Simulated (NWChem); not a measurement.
# CH5NTe; SMILES N[Te]C

```xyz
8

Te     0.3691     0.0390     0.0000
C     -0.9421    -1.6795     0.0000
H     -1.5668    -1.6864    -0.9029
H     -1.5668    -1.6864     0.9029
H     -0.2991    -2.5722     0.0000
N     -0.9916     1.5618     0.0000
H     -1.5831     1.5306     0.8281
H     -1.5831     1.5306    -0.8281
```
Atoms are numbered in this order, from 1.

All runs: NWChem. Medium grid unless said otherwise, to which SCAN and Minnesota functionals are sensitive. Geometry: optimised at PBE0/def2-SVP. def2 effective core potentials on Te; no spin-orbit coupling. Hybrids' shares of exact exchange are those that their runs print; pure functionals count as 0. The functionals differ in more than this share.

```csv
row,share of exact exchange,orbital gap (eV)
PBE/def2-SVP,0.00,3.38
"LDA (Slater exchange, PW92)/def2-SVP",0.00,3.32
B3LYP/def2-SVP,0.20,4.91
M06/def2-SVP,0.27,5.32
PW6B95/def2-SVP,0.28,5.49
Hartree-Fock/def2-SVP,1.00,withheld
```

Question: Fit a straight line of the last column on the one before it, predict the withheld value, and compare with the run.

Answer: 
1. Means of the 5 shown rows: x = 0.150, y = 4.484. Slope Σ(x − x̄)(y − ȳ)/Σ(x − x̄)² = 0.5926/0.07880 = 7.520; intercept 3.356.
2. The shown rows scatter about the line by 0.044 (root mean square); the largest residual is -0.07, at M06/def2-SVP.
3. At x = 1.00 (Hartree-Fock/def2-SVP; beyond the shown range) the line gives 10.88.
4. The run gives 11.14, +0.26 from the line, 5.9 times the scatter.
